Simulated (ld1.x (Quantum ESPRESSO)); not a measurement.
**Before and after: TM potential for Nd**

```json
{"Element": "neodymium (Nd)", "Generator": "ld1.x (Quantum ESPRESSO) 7.5", "Type": "norm-conserving Troullier–Martins (Kleinman–Bylander form)", "Functional": "PBE", "Relativity": "scalar-relativistic", "Frozen core": "[Xe] 4f3", "Valence charge": "3", "Reference configuration": "5d1 6s0 6p0 (charge +2)", "Partial waves": "6s (bound, empty): rc 3.45 bohr; 6p (bound, empty): rc 3.70 bohr; 5d (bound): rc 3.40 bohr", "Local potential": "all-electron potential smoothed inside 3.55 bohr (lloc = -1)", "Core correction": "Bessel-smoothed model core, default radius (core density twice the valence density)"}
```

Change: wave 5d (bound): rc 3.40 bohr becomes 5d (bound): rc 2.60 bohr.

Cutoffs: the cutoffs (Ry, on a coarse ladder) from which the occupation-weighted sum of valence levels, in a spherical-Bessel basis at the reference potential, stays within 10 and 1 mRy of its value at 400 Ry; they do not see the model core or the augmentation charge, which bear on the density cutoff. Errors are all-electron minus pseudo energies relative to the spin-unpolarised reference configuration.

Question: Predict the effect on cutoff, ghosts and configuration errors.

Answer: The potential gets harder (12 Ry and 15 Ry → 12 Ry and 18 Ry); both files keep a bound ghost (p); the errors of the 7 common tests hardly move. A smaller radius makes the pseudo-wave follow the all-electron one further in, where it bends more sharply, so more plane waves are needed.

```csv
quantity,base,changed
"cutoff, loose",12 Ry,12 Ry
"cutoff, tight",15 Ry,18 Ry
bound ghosts,p,p
"error for 5d1 6s2 6p0, meV [ΔE -17.70 eV]",-27,-26
"error for 5d1 6s1 6p0, meV [ΔE -11.43 eV]",-13,-12
"error for 5d1 6s1.5 6p0, meV [ΔE -15.18 eV]",-21,-21
"error for 5d2 6s1 6p0, meV [ΔE -16.55 eV]",-132,-133
"error for 5d0 6s2 6p0, meV [ΔE -11.35 eV]",-96,-105
"error for 5d1 6s1 6p1, meV [ΔE -15.11 eV]",-6.4,-6.0
"error for 5d1.5 6s1.5 6p0, meV [ΔE -17.17 eV]",-64,-64
s: phases at 4.00 bohr within 0.05 rad from the reference energy up to (Ry; the scan ends near 5),0.5,0.5
p: phases at 4.00 bohr within 0.05 rad from the reference energy up to (Ry; the scan ends near 5),1.7,1.7
d: phases at 4.00 bohr within 0.05 rad from the reference energy up to (Ry; the scan ends near 5),-0.3,-0.3
```

 A true bound ghost makes a file unfit for plane-wave use even where its test errors are small: the radial tests pick states by their node count and pass the ghost by.
